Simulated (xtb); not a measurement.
xtb input (GFN1-xTB):

```bash
xtb mol.xyz --gfn 1 --sp --chrg -1 --uhf 0
```
mol.xyz:
```
10

B     -0.05895681     0.22574592     0.06464063
C      1.47377391    -0.24914145    -0.29861359
C     -1.14701401    -1.00202397    -0.05964811
O     -0.37313599     1.42873972     0.40910875
H      1.54841257    -0.64747569    -1.32159361
H      1.81996142    -1.05850999     0.36154244
H      2.17828529     0.58406399    -0.20880102
H     -2.15802460    -0.66164228     0.18658707
H     -1.17043549    -1.42852828    -1.07368694
H     -0.89888664    -1.83956258     0.60944912
```

Output:

```
           -------------------------------------------------
          |                Calculation Setup                |
           -------------------------------------------------

           -------------------------------------------------
          |                 G F N 1 - x T B                 |
           -------------------------------------------------

        Reference                      10.1021/acs.jctc.7b00118
      * Hamiltonian:
        H0-scaling (s, p, d)           1.850000    2.250000    2.000000
        zeta-weighting                 0.000000
      * Dispersion:
        s8                             2.400000
        a1                             0.630000
        a2                             5.000000
        s9                             0.000000
      * Repulsion:
        kExp                           1.500000
        rExp                           1.000000
      * Coulomb:
        alpha                          2.000000
        third order                    atomic
        anisotropic                    false
      * Halogen bond correction:
        rad-scale                      1.300000
        damping                        0.440000

          ...................................................
          :                      SETUP                      :
          :.................................................:
          :  # basis functions                  28          :
          :  # atomic orbitals                  28          :
          :  # shells                           20          :
          :  # electrons                        24          :
          :  # halogen bonds                     0          :
          :  max. iterations                   250          :
          :  Hamiltonian                  GFN1-xTB          :
          :  restarted?                      false          :
          :  GBSA solvation                  false          :
          :  PC potential                    false          :
          :  electronic temp.          300.0000000     K    :
          :  accuracy                    1.0000000          :
          :  -> integral cutoff          0.2500000E+02      :
          :  -> integral neglect         0.1000000E-07      :
          :  -> SCF convergence          0.1000000E-05 Eh   :
          :  -> wf. convergence          0.2000000E-04 e    :
          :  Broyden damping             0.4000000          :
          :  net charge                         -1          :
          :  unpaired electrons                  0          :
          ...................................................

 iter      E             dE          RMSdq      gap      omega  full diag
   1    -13.9420947 -0.139421E+02  0.859E+00    6.37       0.0  T
   2    -13.9980347 -0.559400E-01  0.509E+00    5.95       1.0  T
   3    -13.9979523  0.823448E-04  0.103E+00    5.89       1.0  T
   4    -13.9993662 -0.141384E-02  0.262E-01    6.22       1.0  T
   5    -13.9999536 -0.587378E-03  0.401E-02    6.11       1.0  T
   6    -13.9999542 -0.608308E-06  0.263E-02    6.12       1.2  T
   7    -13.9999593 -0.515649E-05  0.293E-03    6.11      10.8  T
   8    -13.9999594 -0.611062E-07  0.133E-04    6.11     238.5  T
   9    -13.9999594  0.251211E-09  0.189E-04    6.11     166.9  T

   *** convergence criteria satisfied after 9 iterations ***

         #    Occupation            Energy/Eh            Energy/eV
      -------------------------------------------------------------
         1        2.0000           -0.4548358             -12.3767
       ...           ...                  ...                  ...
         6        2.0000           -0.3104630              -8.4481
         7        2.0000           -0.3056873              -8.3182
         8        2.0000           -0.3011730              -8.1953
         9        2.0000           -0.2549214              -6.9368
        10        2.0000           -0.2289794              -6.2308
        11        2.0000           -0.2247403              -6.1155
        12        2.0000           -0.1630273              -4.4362 (HOMO)
        13                          0.0614519               1.6722 (LUMO)
        14                          0.0650567               1.7703
        15                          0.0745349               2.0282
        16                          0.1285424               3.4978
        17                          0.1334702               3.6319
       ...                                ...                  ...
        28                          0.9654232              26.2705
      -------------------------------------------------------------
                  HL-Gap            0.2244792 Eh            6.1084 eV
             Fermi-level           -0.0507877 Eh           -1.3820 eV

 SCC (total)                   0 d,  0 h,  0 min,  0.007 sec
 SCC setup                      ...        0 min,  0.000 sec (  1.224%)
 Dispersion                     ...        0 min,  0.000 sec (  0.578%)
 classical contributions        ...        0 min,  0.000 sec (  0.247%)
 integral evaluation            ...        0 min,  0.002 sec ( 25.829%)
 iterations                     ...        0 min,  0.002 sec ( 21.587%)
 molecular gradient             ...        0 min,  0.004 sec ( 48.646%)
 printout                       ...        0 min,  0.000 sec (  1.777%)

         :::::::::::::::::::::::::::::::::::::::::::::::::::::
         ::                     SUMMARY                     ::
         :::::::::::::::::::::::::::::::::::::::::::::::::::::
         :: total energy             -13.856250395115 Eh    ::
         :: gradient norm              0.032202786107 Eh/a0 ::
         :: HOMO-LUMO gap              6.108389592773 eV    ::
         ::.................................................::
         :: SCC energy               -13.999959387119 Eh    ::
         :: -> electrostatic           0.194776367934 Eh    ::
         :: repulsion energy           0.146116697270 Eh    ::
         :: dispersion energy         -0.002407705265 Eh    ::
         :: halogen bond corr.         0.000000000000 Eh    ::
         :: add. restraining           0.000000000000 Eh    ::
         :: total charge              -1.000000000000 e     ::
         :::::::::::::::::::::::::::::::::::::::::::::::::::::

           -------------------------------------------------
          |                Property Printout                |
           -------------------------------------------------

    * Orbital Energies and Occupations

         #    Occupation            Energy/Eh            Energy/eV
      -------------------------------------------------------------
         1        2.0000           -0.4548358             -12.3767
         2        2.0000           -0.4156267             -11.3098
         3        2.0000           -0.4101775             -11.1615
         4        2.0000           -0.3181550              -8.6574
         5        2.0000           -0.3153143              -8.5801
         6        2.0000           -0.3104630              -8.4481
         7        2.0000           -0.3056873              -8.3182
         8        2.0000           -0.3011730              -8.1953
         9        2.0000           -0.2549214              -6.9368
        10        2.0000           -0.2289794              -6.2308
        11        2.0000           -0.2247403              -6.1155
        12        2.0000           -0.1630273              -4.4362 (HOMO)
        13                          0.0614519               1.6722 (LUMO)
        14                          0.0650567               1.7703
        15                          0.0745349               2.0282
        16                          0.1285424               3.4978
        17                          0.1334702               3.6319
Note: The following floating-point exceptions are signalling: IEEE_DENORMAL
normal termination of xtb
        18                          0.1448767               3.9423
        19                          0.1478100               4.0221
        20                          0.3218949               8.7592
        21                          0.4196083              11.4181
        22                          0.4342242              11.8158
        23                          0.4417896              12.0217
       ...                                ...                  ...
        28                          0.9654232              26.2705
      -------------------------------------------------------------
                  HL-Gap            0.2244792 Eh            6.1084 eV
             Fermi-level           -0.0507877 Eh           -1.3820 eV

  Mulliken/CM5 charges         n(s)   n(p)   n(d)
     1B     0.30430  0.12623   0.917  1.779  0.000
     2C    -0.21539 -0.30454   1.036  3.179  0.000
     3C    -0.21539 -0.30454   1.036  3.179  0.000
     4O    -0.74254 -0.71433   1.739  5.004  0.000
     5H    -0.02634  0.02770   1.026  0.000  0.000
     6H    -0.02634  0.02770   1.026  0.000  0.000
     7H    -0.01281  0.04320   1.013  0.000  0.000
     8H    -0.01281  0.04320   1.013  0.000  0.000
     9H    -0.02634  0.02770   1.026  0.000  0.000
    10H    -0.02634  0.02770   1.026  0.000  0.000

Wiberg/Mayer (AO) data.
largest (>0.10) Wiberg bond orders for each atom

 ---------------------------------------------------------------------------
     #   Z sym  total        # sym  WBO       # sym  WBO       # sym  WBO
 ---------------------------------------------------------------------------
     1   5 B    3.461 --     4 O    1.689     3 C    0.872     2 C    0.872
     2   6 C    3.907 --     7 H    0.989     6 H    0.985     5 H    0.985
                             1 B    0.872
     3   6 C    3.907 --     8 H    0.989    10 H    0.985     9 H    0.985
                             1 B    0.872
     4   8 O    1.832 --     1 B    1.689
     5   1 H    1.010 --     2 C    0.985
     6   1 H    1.010 --     2 C    0.985
     7   1 H    1.015 --     2 C    0.989
     8   1 H    1.015 --     3 C    0.989
     9   1 H    1.010 --     3 C    0.985
    10   1 H    1.010 --     3 C    0.985
 ---------------------------------------------------------------------------

Topologies differ in total number of bonds
Writing topology from bond orders to xtbtopo.mol

 dipole moment from electron density (au)
     X       Y       Z
   0.4464  -1.7095  -0.4895  total (Debye):    4.660

           -------------------------------------------------
          | TOTAL ENERGY              -13.856250395115 Eh   |
          | GRADIENT NORM               0.032202786107 Eh/α |
          | HOMO-LUMO GAP               6.108389592773 eV   |
           -------------------------------------------------

------------------------------------------------------------------------
------------------------------------------------------------------------
 total:
 SCF:
```

It need not be the lowest isomer of its formula. Whether it binds its extra electron was not tested at this geometry.
